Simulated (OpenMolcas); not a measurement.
Ions of charge +2 along the 3d row on the Na site of NaCl

```json
{
 "Program": "OpenMolcas",
 "Method": "CASSCF",
 "Spin-orbit coupling": "state interaction with AMFI integrals over the reference wave functions"
}
```

The d shell is active. Each dopant is a cluster with its nearest anions in model potentials and point charges, with no relaxation and no local charge compensation. Distances were set from a Shannon-type radius of the metal (high-spin where two are listed) plus a fixed donor radius (Cl 1.76 Å), in hosts weighted 0.65 to 0.35 with the host's distance in the model lattice. Ligand basis ANO-RCC-VDZP, DKH2 Hamiltonian. States (labels of O, the rotations of Oh). Energies in cm-1 above the lowest state or level, χT in cm3 K/mol; under a threefold ground state the first gap can be a small split of the lowest multiplet, not the spin-orbit step; 10Dq and B are least-squares fits to the states below 45000 cm-1, weighted by degeneracy, with a free offset, and given where the rms deviation is under 5 % of |10Dq| (or 100 cm-1) and under 700 cm-1. Spin-only χT is S(S+1) / 2 for the spin of the ground state.

| Ion | Shell | R (Å) | Metal basis | Ground state | First state of that spin | 10Dq | B (rms of fit) | First gap with spin-orbit (degeneracies) | χT at 300 K | First state of another spin | Spin-only χT |
| --- | --- | --- | --- | --- | --- | --- | --- | --- | --- | --- | --- |
| Ti2+ | 3d2 | 2.69 | ANO-RCC-VTZP | 3T1 | 3T2 5597 | 6682 | 832 (105) | 4.5 (2, 3) | 1.123 | 1T2 11421 | 1.000 |
| V2+ | 3d3 | 2.645 | ANO-RCC-VTZP | 4A2 | 4T2 5741 | 5936 | 902 (104) | 5675 (4, 2) | 1.839 | 2E 15973 | 1.875 |
| Cr2+ | 3d4 | 2.651 | ANO-RCC-VTZP | 5E | 5T2 4684 | 4849 | 990 (76) | 6.9 (1, 3) | 2.922 | 3T1 16526 | 3.000 |
| Mn2+ | 3d5 | 2.671 | ANO-RCC-VTZP | 6A1 |  | 3971 | 1088 (39) | 29236 (6, 2) | 4.386 | 4T1 29271 | 4.375 |

Among the 4 ions with a close fit, |10Dq| is smallest for Mn2+ (3971 cm-1) and largest for Ti2+ (6682 cm-1). The error differs from ion to ion, so this order need not be the real one.

B goes from 832 cm-1 (Ti2+) to 1088 cm-1 (Mn2+).

Every ion keeps the highest spin of its shell. χT departs most from the spin-only value for Ti2+, by +0.123 cm3 K/mol.

Without dynamic correlation the repulsion within the d shell is too large (B by tens of per cent), so at a given field states of lower spin stand too high. Ligand-to-metal charge-transfer states are missing. With no ligand orbital active B as a rule stays too high, so bands that hang on it stand too high and its fall with covalency is understated. With metal d orbitals alone and no dynamic correlation the field as a rule comes out too small, by tens of per cent, by up to half for chloride and softer ligands. An orbital triplet at a regular site is open to Jahn-Teller coupling, which can distort the site and quench the lowest spin-orbit gaps and is left out (holds for Ti2+). An orbital doublet at a regular site is open to a Jahn-Teller distortion, which this geometry leaves out (holds for Cr2+). No measured value stands beside these numbers; the geometry was set by hand and not optimised.
